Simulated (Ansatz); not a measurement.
Molecule: C₂H₃N, charge 0, multiplicity 1. 
Coordinates optimised at B3LYP-D3(BJ)/def2-TZVP (Ansatz, a program for electronic structure):
```xyz
6

C     -1.1048     0.0069    -0.0265
N      0.3127    -0.0019     0.0075
C      1.4768    -0.0092     0.0354
H     -1.4600    -0.6890    -0.7861
H     -1.4990    -0.2921     0.9445
H     -1.4620     1.0085    -0.2642
```
Charge 0, spin multiplicity 1.

Basis-set convergence of Hartree-Fock and MP2 correlation energies (hartree) with Ansatz. Correlated levels leave the core frozen unless marked. Spin-orbit coupling is left out. No relativistic terms.

```csv
basis,functions,E(HF),"E(corr, MP2)"
cc-pVDZ,-,-131.90526,-0.41089
cc-pVTZ,132,-131.94224,-0.50305
cc-pVQZ,255,-131.95127,-0.53590
```

Extrapolating the two largest sets (X = 3 and 4) as X^-3: E(corr) = (64·(-0.53590) - 27·(-0.50305))/37 = -0.5599 Eh, an estimate of the basis-set limit. The largest set recovers 95.7 % of it, the smallest 73.4 %.
